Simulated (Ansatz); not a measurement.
The first iterations of a band of AlF$_{2}$H$_{3}$Si (7 atoms, charge 0, multiplicity 1).

The calculation used Ansatz 0.2.0, RKS BLYP-D4/STO-3G.

```yaml
movable_images: 7
climbing_image: yes
spring: 5.0 eV/Å²
optimiser: quadratic models (default)
start_path: through a guess of the saddle point
force_threshold: 0.05 eV/Å
iteration_limit: 60
end_points: relaxed
```

First end point:

```xyz
7
Properties=species:S:1:pos:R:3
F -0.238 -1.495 1.617
Si 0.552 -0.660 0.399
F 1.031 -1.869 -0.652
Al -0.761 1.016 -0.580
H 1.803 -0.141 1.010
H -1.205 2.213 0.239
H -1.184 0.937 -2.034
```

Last end point:

```xyz
7
Properties=species:S:1:pos:R:3
F -0.847 -1.992 1.430
Si 0.085 -1.101 0.402
F 1.064 -2.330 -0.095
Al -0.064 1.218 -0.373
H 1.414 1.559 -0.356
H -0.964 1.783 0.706
H -0.688 0.862 -1.713
```

| iteration | highest image above the first end (eV) | largest band force component (eV/Å) |
| --- | --- | --- |
| 1 | 4.724 | 4.615 |
| 2 | 3.493 | 5.344 |
| 3 | 2.762 | 3.987 |
| 4 | 2.413 | 3.323 |
| 5 | 1.531 | 2.173 |
| 6 | 1.560 | 1.555 |

Question: Does the band converge within its limit, and where does its top end?

Answer: It converged. It ended after 20 iterations with the highest image 0.774 eV above the first end. A vibrational analysis at the climbing image gives one clearly imaginary mode, 482i cm⁻¹: a first-order saddle point. The orbitals stay closed-shell, which can raise the energy where a bond breaks towards radicals; this wasn't checked here. Limits of this set-up: minimal basis.

Run time: 2.5 min on 1 thread of Arm Neoverse V2 (shared host), peak memory 0.09 GiB.
